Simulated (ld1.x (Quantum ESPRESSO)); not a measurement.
Values are calculated unless marked as measured or tabulated.
## Potentials for boron (B) compared

Generated with ld1.x 7.5 (TM, RRKJ, ultrasoft, PAW), atompaw 4.2 or ONCVPSP 4.0.1. The cutoff is in Ry: for ld1.x and atompaw files where the sum of valence levels is converged to 10 mRy in a Bessel basis, for ONCV files where the hardest occupied wave has 1 mHa per electron of residual kinetic energy. The error is the largest all-electron minus pseudo excitation energy over each file’s own four to seven test configurations (ionisations up to +4, promotions, holes and added fractions of an electron), all of which were solved. The labels leave out finer settings (local radius, basis sizes, second energies), which also bear on the numbers. Spin-polarised tests are not counted. The rows are a selection from randomly drawn settings: files with unsolved tests, undetermined cutoffs or missed reference levels are left out.

```tsv
potential	cutoff (Ry)	largest error (meV)	bound ghosts
RRKJ, PBE, fully relativistic, rc 1.10/1.90/2.05 (spd), local p, core correction yes, reference 2s1 2p0	21	+79	none
PAW, PBE, scalar-relativistic, rc 1.80/2.05 (sp), local smoothed, core correction yes, reference 2s2 2p1	12	-4.5	none
```

Task: Fill in the row for B: TM semilocal, PBE, non-relativistic, rc 1.45/3.95/3.25 (spd), local s, core correction no, reference 2s2 2p1.

Result: cutoff 21 Ry, largest error +613 meV, bound ghosts: none.

Task: Fill in the row for B: TM, PBEsol, scalar-relativistic, rc 1.70/2.95/2.90 (spd), local s, core correction no, reference 2s2 2p1.

Result: cutoff 18 Ry, largest error +251 meV, bound ghosts: none.

Task: Fill in the row for B: RRKJ, PBEsol, scalar-relativistic, rc 1.40/2.40 (sp), local smoothed, core correction no, reference 2s2 2p1.

Result: cutoff 35 Ry, largest error +156 meV, bound ghosts: none.
